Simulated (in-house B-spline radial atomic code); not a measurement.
Results of a calculation; reference values are marked as such.
# Weak and strong correlation along the adiabatic connection

Two-electron singlets in several external potentials (atomic units), by full CI in B-splines with partial waves to l = 8 (correlation energies up to 0.6 % small). The repulsion is scaled by λ at fixed density; W(λ) is the mean repulsion less the Hartree energy, W(0) = E_x, and the area under W from 0 to 1 is E_xc.

One system gave this curve:

```csv
λ,W (hartree)
0,-6.0275
0.02,-6.0293
0.05,-6.0321
0.12,-6.0386
0.25,-6.0506
0.4,-6.0642
0.6,-6.0822
0.8,-6.0998
1,-6.1173
1.4,-6.1514
2,-6.2007
3,-6.2785
4.5,-6.3856
7,-6.5423
10,-6.7015
```

Q: Which system is it?
A. −Z/r, Z = 2, wall at 1 bohr
B. −Z/r, Z = 10
C. −V exp(−r²/w²), V = 12.2, w = 5.65
D. ω²r²/2 − Z/r, ω = 0.449, Z = 2

A: B. The exchange energy sets the size: −Z/r, Z = 10: E_x = -6.03, E_c = -0.0455; −Z/r, Z = 2, wall at 1 bohr: E_x = -2.03, E_c = -0.0453; ω²r²/2 − Z/r, ω = 0.449, Z = 2: E_x = -1.11, E_c = -0.0413; −V exp(−r²/w²), V = 12.2, w = 5.65: E_x = -0.678, E_c = -0.0404 hartree.
